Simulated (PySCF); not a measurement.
# Potential energy of SbTe along the bond

Set-up: Sb cc-pVDZ-PP with ECP28, Te cc-pVDZ-PP with ECP28; scalar-relativistic core potentials (PySCF 2.14). Energies in eV from Sb + Te in their ground configurations at the same level. State: ²Π (doublet), unpaired electrons π ↑.

All columns are TPSS. A positive dipole means Sb(−)Te(+).

```tsv
R (Å)	E (eV)	μ (D)	Mulliken charge on Sb (basis-dependent)	HOMO (eV)	LUMO (eV)	Mayer bond order	⟨S²⟩
2.196	-1.173	-0.24	0.05	-3.81	-3.74	2.34	0.75
2.298	-2.128	-0.49	0.07	-3.99	-3.92	2.33	0.75
2.400	-2.653	-0.73	0.09	-4.15	-4.09	2.32	0.75
2.476	-2.846	-0.90	0.10	-4.27	-4.21	2.32	0.75
2.553	-2.913	-1.07	0.12	-4.38	-4.33	2.31	0.76
2.630	-2.886	-1.24	0.12	-4.49	-4.44	2.30	0.76
2.732	-2.748	-1.44	0.13	-4.61	-4.58	2.27	0.79
2.859	-2.479	-1.65	0.14	-4.74	-4.70	2.11	0.93
3.013	-2.113	-1.79	0.14	-4.83	-4.74	1.80	1.20
3.217	-1.640	-1.93	0.14	-4.88	-4.71	1.44	1.48
```

A fit through these points gives, at Re = 2.566 Å, μ = -1.10 D and dμ/dR = -2.17 D/Å; the reduced mass is 62.62 u.

Problem. How strong is the fundamental in the double-harmonic approximation, I = 42.26·(dμ/dR)²/μred km/mol?

Solution. I = 42.26·(-2.17)²/62.62 = 3.18 km/mol at TPSS.

⟨S²⟩ of the unrestricted solution departs from its pure value on part of the curve, where spin states mix. Spin–orbit coupling is left out, which matters for elements this heavy, above all for dissociation energies. The state is the lowest determinant that a PBE0 search found; another state may lie lower at other levels.
